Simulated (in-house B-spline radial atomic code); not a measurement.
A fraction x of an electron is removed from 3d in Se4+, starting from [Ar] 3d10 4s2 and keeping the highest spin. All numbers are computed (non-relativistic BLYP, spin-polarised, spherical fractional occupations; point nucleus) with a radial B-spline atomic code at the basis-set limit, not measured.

```json
{"x": "0", "E(x) - E(0) (eV)": "0.0000", "3d down level (eV)": "-105.352"}
{"x": "0.1", "E(x) - E(0) (eV)": "10.6746", "3d down level (eV)": "-108.144"}
{"x": "0.23", "E(x) - E(0) (eV)": "24.9709", "3d down level (eV)": "-111.805"}
{"x": "0.3", "E(x) - E(0) (eV)": "32.8667", "3d down level (eV)": "-113.791"}
{"x": "0.44", "E(x) - E(0) (eV)": "49.0771", "3d down level (eV)": "-117.793"}
{"x": "0.5", "E(x) - E(0) (eV)": "?", "3d down level (eV)": "?"}
{"x": "0.58", "E(x) - E(0) (eV)": "?", "3d down level (eV)": "?"}
{"x": "0.73", "E(x) - E(0) (eV)": "84.4537", "3d down level (eV)": "-126.212"}
{"x": "0.84", "E(x) - E(0) (eV)": "98.5148", "3d down level (eV)": "-129.449"}
{"x": "0.9", "E(x) - E(0) (eV)": "106.3350", "3d down level (eV)": "-131.225"}
{"x": "1", "E(x) - E(0) (eV)": "119.6061", "3d down level (eV)": "-134.201"}
```

Q: What belongs in the row x = 0.5?

A: An energy change of 56.1965 eV; 3d down at -119.521 eV.

Q: What belongs in the row x = 0.58?

A: An energy change of 65.8507 eV; 3d down at -121.836 eV.

Q: Check Janak's theorem between x = 0.1 and 0.23.

A: The slope of the energy is 109.97 eV; the orbital levels give 109.97 eV (-ε of the emptying orbital, averaged over the two points).
